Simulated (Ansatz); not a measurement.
# Abstraction of F: CH7FSi2 + C3H4Al → SiH2(CH3)(SiH2) + C3H4AlF

Gas-phase species: CH7FSi2 `C[SiH2][SiH2]F`, singlet; C3H4Al `C#[C][Al][CH3]`, doublet; SiH2(CH3)(SiH2), doublet; C3H4AlF `C#[C][Al]([CH3])[F]`, singlet. A radical takes F: the energy is the difference in strength between the Si–F bond broken and the Al–F bond made.

Shapes, held fixed at every level: PBE0-D4/def2-TZVP. Flexible molecules stand in one conformer, not always the lowest. Programs: Ansatz 0.2.0. Electronic energies: no zero-point or thermal term.

```
               level                    kind  ΔE (kJ/mol)  less CCSD(T)/CBS estimate
r2SCAN-D4/def2-TZVPP                meta-GGA        -59.7                       +0.3
  PBE0-D4/def2-TZVPP           global hybrid        -55.0                       +5.0
  wB97X-V/def2-TZVPP  range-separated hybrid        -56.0                       +4.0
   B2PLYP/def2-TZVPP           double hybrid        -58.0                       +2.0
       CCSD/def2-SVP   coupled cluster or CI        -79.6                      -19.6
  CCSD(T)/def2-TZVPP   coupled cluster or CI        -61.5                       -1.5
CCSD(T)/CBS estimate   coupled cluster or CI        -60.0                        0.0
```

The highest level, CCSD(T)/CBS estimate, gives ΔE = -60.0 kJ/mol; the levels span -79.6 to -55.0. The column of differences is taken from that level and isn't an error. No measured value is set beside it here. Open shells run unrestricted. The CBS estimate extrapolates MP2 from def2-TZVPP and def2-QZVPP and adds CCSD(T) − MP2 in the triple-zeta set, cores frozen.
